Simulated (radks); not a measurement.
Problem. Species: Xe I. Configuration: [Xe] (the NIST ground configuration). Method: scalar-relativistic Kohn-Sham, PW91, spin-polarised, spherical densities, point nucleus; computed with a radial shooting solver on a logarithmic mesh with Libxc functionals. Some entries of the table are withheld. Estimate them.

| orbital | occ. | eigenvalue (eV) | <1/r> (bohr^-1) |
|---|---|---|---|
| 1s | 2 | -34377.35 | 58.11 |
| 2s | 2 | -5350.253 | 13.33 |
| 2p | 6 | -4800.959 | 12.73 |
| 3s | 2 | (1) | 4.792 |
| 3p | 6 | (2) | 4.552 |
| 3d | 10 | (3) | 4.311 |
| 4s | 2 | -197.4786 | 1.952 |
| 4p | 6 | -141.3041 | 1.791 |
| 4d | 10 | -59.4388 | 1.513 |
| 5s | 2 | (4) | 0.7039 |
| 5p | 6 | -8.2826 | (5) |

Solution. 
(1) 3s eigenvalue (eV): -1094.314
(2) 3p eigenvalue (eV): -916.9274
(3) 3d eigenvalue (eV): -653.8166
(4) 5s eigenvalue (eV): -19.8143
(5) 5p <1/r> (bohr^-1): 0.5617
